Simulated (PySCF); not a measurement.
Compound: C₂H₈N₂O₂Si₂.
Numbering: `[CH3:1][C:2](=[O:3])[O:4][SiH:5]1[NH:6][SiH2:7][NH:8]1` (hydrogens: H9, H10, H11 on C1; H12 on Si5; H13 on N6; H14, H15 on Si7; H16 on N8)

The same species was optimised twice, with GFN2-xTB and with PBE0-D3(BJ)/def2-SVP (PySCF), and the same property calculations (PySCF, gas phase) were run on both structures.

```tsv
coordinate	GFN2-xTB	PBE0-D3(BJ)/def2-SVP	change
O4–Si5 (Å)	1.656	1.726	+0.070
N6–Si7 (Å)	1.734	1.750	+0.016
C2–O4 (Å)	1.321	1.332	+0.011
C2=O3 (Å)	1.203	1.211	+0.008
C1–C2 (Å)	1.504	1.497	-0.007
Si5–N6 (Å)	1.734	1.732	-0.002
Si7–N8 (Å)	1.748	1.748	0.000
Si5–N8 (Å)	1.725	1.725	0.000
C2–O4–Si5 (°)	118.4	113.5	-4.9
N6–Si5–N8 (°)	84.3	87.3	+3.0
N6–Si7–N8 (°)	83.6	86.0	+2.4
Si5–N6–Si7 (°)	95.4	93.2	-2.2
Si5–N8–Si7 (°)	95.2	93.5	-1.7
O4–Si5–N6 (°)	108.3	109.9	+1.6
O3–C2–O4 (°)	122.3	121.1	-1.2
C1–C2–O4 (°)	112.9	113.8	+0.9
C1–C2–O4–Si5 (°)	-179	178	-3
C2–O4–Si5–N6 (°)	171	164	-7
```

Rotational constants: A = 4207, B = 783.7, C = 738.6 MHz (GFN2-xTB) against A = 3908, B = 819.1, C = 767.8 MHz (PBE0-D3(BJ)/def2-SVP). Point groups within 0.08 Å: C1 and C1.

On the GFN2-xTB structure: isotropic polarisability (au) 88.4 [CAM-B3LYP/def2-SVPD]; HOMO (eV) -8.61 [CAM-B3LYP/def2-SVPD]; LUMO (eV) 0.71 [CAM-B3LYP/def2-SVPD]; dipole (D) 1.71 [CAM-B3LYP/def2-SVPD]; HOMO (eV) -7.10 [PBE0/pcSseg-1]; LUMO (eV) -0.09 [PBE0/pcSseg-1]; dipole (D) 1.64 [PBE0/pcSseg-1]; GIAO shielding of C1 (ppm) 162.6 [PBE0/pcSseg-1]; GIAO shielding of C2 (ppm) 8.7 [PBE0/pcSseg-1]; GIAO shielding of O3 (ppm) -130.3 [PBE0/pcSseg-1]; GIAO shielding of O4 (ppm) 82.4 [PBE0/pcSseg-1]; GIAO shielding of Si5 (ppm) 385.4 [PBE0/pcSseg-1]; GIAO shielding of N6/N8 (mean) (ppm) 238.2 [PBE0/pcSseg-1]; GIAO shielding of Si7 (ppm) 376.8 [PBE0/pcSseg-1].

Problem. What do these properties become on the PBE0-D3(BJ)/def2-SVP structure?

Solution. 
```
                                    property                level  on GFN2-xTB  on PBE0-D3(BJ)/def2-SVP  change
               isotropic polarisability (au)  CAM-B3LYP/def2-SVPD         88.4                     90.1    +1.7
                                   HOMO (eV)  CAM-B3LYP/def2-SVPD        -8.61                    -8.81   -0.20
                                   LUMO (eV)  CAM-B3LYP/def2-SVPD         0.71                     0.79   +0.08
                                  dipole (D)  CAM-B3LYP/def2-SVPD         1.71                     1.79   +0.08
energy, GFN2-xTB geometry as zero (kcal/mol)  CAM-B3LYP/def2-SVPD          0.0                     -5.0    -5.0
                                   HOMO (eV)        PBE0/pcSseg-1        -7.10                    -7.33   -0.23
                                   LUMO (eV)        PBE0/pcSseg-1        -0.09                    -0.01   +0.08
                                  dipole (D)        PBE0/pcSseg-1         1.64                     1.75   +0.11
energy, GFN2-xTB geometry as zero (kcal/mol)        PBE0/pcSseg-1          0.0                     -5.0    -5.0
                  GIAO shielding of C1 (ppm)        PBE0/pcSseg-1        162.6                    161.8    -0.8
                  GIAO shielding of C2 (ppm)        PBE0/pcSseg-1          8.7                      4.6    -4.1
                  GIAO shielding of O3 (ppm)        PBE0/pcSseg-1       -130.3                   -133.6    -3.3
                  GIAO shielding of O4 (ppm)        PBE0/pcSseg-1         82.4                     64.7   -17.7
                 GIAO shielding of Si5 (ppm)        PBE0/pcSseg-1        385.4                    384.2    -1.2
        GIAO shielding of N6/N8 (mean) (ppm)        PBE0/pcSseg-1        238.2                    236.9    -1.3
                 GIAO shielding of Si7 (ppm)        PBE0/pcSseg-1        376.8                    373.4    -3.4
```

The heavy atoms differ by 0.152 Å rms after alignment. Among bonds between heavy atoms O4–Si5 changes most (+0.070 Å). Changes are differences of the printed values. Neither structure is proved a minimum here.

Shape of the structure used: `[CH3:1][C:2](=[O:3])[O:4][SiH:5]1[NH:6][SiH2:7][NH:8]1`: C1–C2–O4–Si5 178°, C2–O4–Si5–N6 164°.
